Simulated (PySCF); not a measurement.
**NiCl2: bend–stretch map**

All numbers come from UB3LYP/[Ni def2-SVP, Cl def2-SVP], no relativity, density fitting, PySCF.

Rigid scan from the triplet minimum (Ni–Cl 2.090 Å (×2); Cl–Ni–Cl 180.0°). Coordinate: rows scale both bonds, columns set the Cl–Ni–Cl angle. Energies in kJ/mol from the minimum.

| scale \ angle | 90 | 105 | 120 | 135 | 150 | 165 | 180 |
| --- | --- | --- | --- | --- | --- | --- | --- |
| 0.94 | 185.6 | 120.8 | 82.5 | 57.1 | 40.6 | 31.6 | 28.8 |
| 0.97 | 149.2 | 91.7 | 56.5 | 32.7 | 17.4 | ? | ? |
| 1.00 | 130.2 | 78.9 | ? | 24.2 | 9.9 | 2.4 | 0.0 |
| 1.03 | 124.9 | 78.8 | 48.5 | 27.8 | 14.6 | 7.6 | 5.4 |
| 1.06 | 130.0 | 88.4 | 60.2 | 40.8 | 28.5 | 22.1 | 20.0 |
| 1.10 | ? | 112.2 | ? | 68.8 | 57.6 | 51.7 | 49.9 |

Fill in the five missing cells, row by row.

9.2, 6.6, 46.3, 148.8, 86.4.

The bond scale of lowest energy on the grid is 1.03 at 90°, 1.03 at 105°, 1.00 at 120°, 1.00 at 135°, 1.00 at 150°, 1.00 at 165°, 1.00 at 180°.

Other spin states or occupations of the open shell can lie lower.

Other isomers or separated fragments may lie lower.
